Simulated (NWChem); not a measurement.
Species: SiAsH4, doublet; SMILES [SiH3][AsH]

```xyz
6

Si     0.0168     1.5569     0.0001
As     0.0369    -0.8247     0.0000
H     -0.7007     2.0915     1.2136
H      1.4326     2.0651     0.0131
H     -0.6766     2.0893    -1.2285
H     -1.5100    -0.8274    -0.0002
```
Atoms are numbered in this order, from 1.

Coordinates come from a PBE-D3(BJ)/def2-SVP, spin-unrestricted optimisation. No stability test was run on the SCF state.

Task: List the 4 lowest vertical excitations from PBE/def2-SVP, spin-unrestricted, TDA (NWChem).

Result: 
```csv
state,energy (eV),oscillator strength,<S²>
state 1,2.40,0.001,0.76
state 2,3.62,0.001,0.76
state 3,4.40,0.017,0.77
state 4,4.57,0.006,0.76
```
